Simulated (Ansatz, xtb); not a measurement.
## Ranking isomers of AlClFH3Si

3 gas-phase structures of AlClFH3Si, found in a search over its isomers (lower ones may exist). Each was relaxed with GFN2-xTB; where two conformers were screened, the lower at r2SCAN-D4/def2-SVP is listed:

A. `F[SiH2][AlH][Cl]`, a singlet
B. `[F][Al]([SiH3])[Cl]`, a singlet
C. `[F][AlH][SiH2]Cl`, a singlet

Task: Which do you expect lowest at r2SCAN-D4/def2-SVP, and how would the others follow?

Result: Calculated order at r2SCAN-D4/def2-SVP: B (0.0), C (25.0), A (26.4) kcal/mol.

Energies above the lowest of each column, in kcal/mol; the last columns are at B3LYP-D3(BJ)/def2-SVP geometries:

```tsv
structure	GFN2-xTB	HF/STO-3G	r2SCAN-D4/def2-SVP	B3LYP-D3(BJ)/def2-SVP	CCSD(T)/def2-TZVP
B	0.0	0.0	0.0	0.0	0.0
C	17.7	29.0	25.0	22.3	21.7
A	17.5	27.1	26.4	21.1	19.4
```

Every level run on B puts it lowest or level with the lowest. CCSD(T)/def2-TZVP orders those it was run on as B (0.0), A (19.4), C (21.7) kcal/mol. Flexible structures stand in one conformer each, not always the lowest.

Programs: Ansatz 0.2.0, xtb 6.7.1.
